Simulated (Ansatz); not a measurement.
Species: HgBr2, charge 0, multiplicity 1. SMILES: [Br][Hg][Br]
Geometry: optimised at B3LYP-D3(BJ)/def2-TZVP (Ansatz, a first-principles code).

Wanted: vertical electron affinity (to the doublet state of charge -1; a negative value means that the extra electron is unbound and the number depends on the basis; each state is the SCF solution reached for its spin), in eV. Cores are frozen in the correlated levels unless marked. Open shells are spin-unrestricted. Spin-orbit coupling is left out. Frozen are the shells of the preceding noble gas and the d and f shells that filled before the atom's block. Past Kr the def2 sets carry scalar-relativistic core potentials. Anions need diffuse functions: def2-D sets add few. 

| level | program | vertical electron affinity (eV) |
|---|---|---|
| PBE/def2-TZVPD | Ansatz | 1.02 |
| r2SCAN/def2-TZVPD | Ansatz | 1.00 |
| PBE0/def2-TZVPD | Ansatz | 0.96 |
| wB97M-V/def2-TZVPD | Ansatz | 0.81 |
| wB97X-V/def2-TZVPD | Ansatz | 0.79 |
| CCSD/def2-SVPD | Ansatz | 0.78 |
